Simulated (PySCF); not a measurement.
**Bond energies at CCSD(T)/def2-SVP beside a composite method**

PySCF, lowest determinants of a PBE0 search. The composite is CCSD(T) extrapolated to the basis-set limit from two correlation-consistent sets, with core-valence (CV) and scalar-relativistic (SR) terms as its label shows; it has no spin–orbit coupling and nothing beyond (T).

```
species  state (unpaired electrons)  De CCSD(T) (eV)  De composite (eV)              composite  dissociates to
   SiC⁺         quartet (σ ↑, π ↑↑)             3.30               3.60  CCSD(T)/CBS(TQ)+CV+SR         Si⁺ + C
    BiF              triplet (π ↑↑)             3.03               3.88        CCSD(T)/CBS(DT)          Bi + F
    CsH      singlet (closed shell)             1.35               1.85        CCSD(T)/CBS(TQ)          Cs + H
    GaI      singlet (closed shell)             3.50               3.71        CCSD(T)/CBS(DT)          Ga + I
     K2      singlet (closed shell)             0.51               0.55        CCSD(T)/CBS(DT)           K + K
  GeCl⁺      singlet (closed shell)             4.28               4.62     CCSD(T)/CBS(DT)+CV        Ge⁺ + Cl
   TlBr      singlet (closed shell)             3.67               4.03     CCSD(T)/CBS(DT)+CV         Tl + Br
     PO               doublet (π ↑)             4.98               6.16  CCSD(T)/CBS(TQ)+CV+SR           P + O
```

Question: Does CCSD(T) bind more or less than the composite, by how much on average, and where is the difference largest?

Answer: CCSD(T)/def2-SVP binds less on average, method and basis taken together: the mean signed difference is -0.47 eV and the mean absolute one 0.47 eV; it is largest for PO (-1.18 eV).

The molecules are drawn from runs that passed checks on state, spin purity and fit, so the hardest cases are missing and the errors look smaller than over all diatomics.

Correlated steps freeze the inner cores (0 to 23 orbitals); shallow outer-core shells are correlated. UHF and ROHF references stand side by side, which adds small steps between rows. Correlated levels converge slowly with the basis: in double zeta they bind strong bonds too weakly, by up to about 1 eV, and carry superposition errors of some tenths. Spin–orbit coupling is left out, which matters for elements this heavy, above all for dissociation energies. For an ion De counts to the pair picked by the measured ionisation energies or electron affinities, which need not be the lowest pair at this level. Where the molecule has an RHF reference, its open-shell atoms are computed with UHF. The CCSD T1 diagnostic is raised in CsH, SiC⁺, a sign that a single reference may not be enough there. States were picked by a PBE0 search and need not be the measured ground states.
